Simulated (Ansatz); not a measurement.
Ansatz results at the PBE0-D4/def2-TZVP geometry: LUMO energy (ωB97M-V/def2-TZVPP) 0.47 eV; HOMO–LUMO gap (ωB97M-V/def2-TZVPP) 12.53 eV; HOMO–LUMO gap (PBE/def2-TZVPP) 6.84 eV.

Each molecule was computed in one conformer, which needn't be the lowest.

Problem. Which molecule gave them?
A. `[F][Zr]([F])([SH])[SH]`
B. `C[O][Zr]([OH])([NH]C(C)C)[O]C`
C. `[F][Zr]([F])([I])[I]`
D. `[OH][Zr]([OH])([F])[F]`

Solution. D. The others give `C[O][Zr]([OH])([NH]C(C)C)[O]C`: 0.99, 9.59, 4.36; `[F][Zr]([F])([SH])[SH]`: 0.00, 9.94, 3.62; `[F][Zr]([F])([I])[I]`: -0.70, 9.43, 3.70.
